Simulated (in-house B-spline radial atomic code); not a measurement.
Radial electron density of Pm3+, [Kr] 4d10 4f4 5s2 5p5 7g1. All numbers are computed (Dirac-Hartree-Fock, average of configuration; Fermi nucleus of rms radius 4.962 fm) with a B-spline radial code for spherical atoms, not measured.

Columns: r (bohr), 4πr²n(r) (electrons per bohr), bar.

```
0.000913     2.94 #
 0.00118    4.508 ##
 0.00152    6.809 ###
 0.00197    10.26 ####
 0.00254    15.09 ######
 0.00329    21.88 #########
 0.00424     30.7 #############
 0.00548     41.8 #################
 0.00708    54.48 #######################
 0.00915    67.22 ############################
  0.0118    77.42 ################################
  0.0153    82.42 ##################################
  0.0197    80.73 #################################
  0.0255    75.02 ###############################
  0.0329    72.62 ##############################
  0.0425    80.62 #################################
  0.0549    96.87 ########################################
   0.071    106.5 ############################################
  0.0917    97.14 ########################################
   0.118    81.26 ##################################
   0.153    82.77 ##################################
   0.198    93.24 #######################################
   0.255    77.83 ################################
    0.33    45.04 ###################
   0.426     36.5 ###############
    0.55    42.96 ##################
   0.711    33.73 ##############
   0.918    17.97 #######
    1.19    10.59 ####
    1.53    7.227 ###
    1.98    3.349 #
    2.56   0.8374 
     3.3   0.1217 
    4.27  0.04622 
    5.51   0.0215 
    7.12 0.003802 
     9.2  0.05354 
    11.9 0.004035 
    15.4  0.07239 
    19.8  0.08131 
    25.6  0.00918 
    33.1 0.0001069 
    42.8 8.442e-08 
    55.3 2.249e-12
```

On this grid the curve has 6 maxima, near 0.0153, 0.071, 0.198, 0.55, 9.2, 19.8 bohr.

The 5p1/2 radial function P(r) = rR(r), positive near the nucleus, with its small component Q(r) (sign convention: Q ≈ (P' + κP/r)/2c):

```tsv
r (bohr)	P	Q
0.000424	0.0009432	0.003487
0.000707	0.001644	0.00545
0.00118	0.002958	0.008453
0.00197	0.005561	0.01293
0.00329	0.01095	0.01934
0.00548	0.02225	0.02775
0.00915	0.04574	0.0373
0.0153	0.09074	0.04446
0.0255	0.1603	0.04198
0.0425	0.2201	0.02209
0.071	0.1522	-0.01044
0.118	-0.1375	-0.02499
0.198	-0.3107	-0.0006143
0.33	0.1868	0.01678
0.55	0.4334	-0.002732
0.918	-0.4952	-0.00997
1.53	-0.9208	-0.0009246
2.56	-0.334	0.001161
4.27	-0.02219	0.0001226
```
